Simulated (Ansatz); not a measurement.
Question: Name a neutral molecule of Al, C, F, O and H with HOMO–LUMO gap (B3LYP/def2-TZVPP) between 5.95 and 6.25 eV and HOMO energy (PBE0/def2-TZVPP) between -7.15 and -6.85 eV (Ansatz, PBE0-D4/def2-TZVP geometry).

Answer: `[CH3][Al]([F])[CH2]O` (6.08 eV, -7.04 eV). Other molecules can fit too; these were computed, each in one conformer that needn't be the lowest.

B3LYP here is the variant with VWN-RPA as its local correlation; programs differ in this.
